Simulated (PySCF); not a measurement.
CH₈O₂Si₃, SMILES O=CO[SiH2][SiH2][SiH3].

The structure is a stationary point at TPSSh-D3(BJ)/def2-SVP. The structure was generated by enumeration, and PubChem lists no compound with its InChIKey, so it may never have been made. Other conformers were not sampled.

These are PBE/def2-TZVP (PySCF) values and carry that method's errors.

Gas-phase values at a fixed geometry.

| Item | Value |
|---|---|
| total energy | -1061.32155 hartree |
| highest occupied level | -6.87 eV |
| lowest empty level | -1.75 eV |
| orbital gap | 5.12 eV |
| dipole moment | 1.33 D |
| quadrupole, principal values (traceless, Buckingham form, about the centre of nuclear charge) | -5.15, -0.13, 5.28 D·Å |
| mean static polarisability | 107.7 bohr³ (15.95 Å³) |
| polarisability, principal values | 89.5, 105.9, 127.5 bohr³ |
